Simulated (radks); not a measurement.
Task: Os LXIX, 8 electrons, occupied as [He] 2s2 2p4. Method: non-relativistic Kohn-Sham, PBE, spin-polarised, spherical densities, point nucleus; open shells are filled with parallel spins first (spin-orbit coupling, left out, can overturn this in heavy ions); relativity is left out, which matters for an element this heavy; computed with a radial shooting solver on a logarithmic mesh with Libxc functionals. Some entries of the table are withheld. Estimate them.

orbital,occ.,eigenvalue (Ry),<r> (bohr)
1s up,1,-5448.208,0.01990
1s down,1,-5445.893,0.01989
2s up,1,-1265.096,(1)
2s down,1,-1261.469,(2)
2p up,3,-1243.456,0.06895
2p down,1,-1238.905,0.06906
3s up,0,-544.3373,0.1883
3s down,0,-543.3588,0.1885
3p up,0,(3),(4)
3p down,0,(5),(6)

Result: 
(1) 2s up <r> (bohr): 0.08185
(2) 2s down <r> (bohr): 0.08196
(3) 3p up eigenvalue (Ry): -536.8075
(4) 3p up <r> (bohr): 0.1764
(5) 3p down eigenvalue (Ry): -535.6655
(6) 3p down <r> (bohr): 0.1767
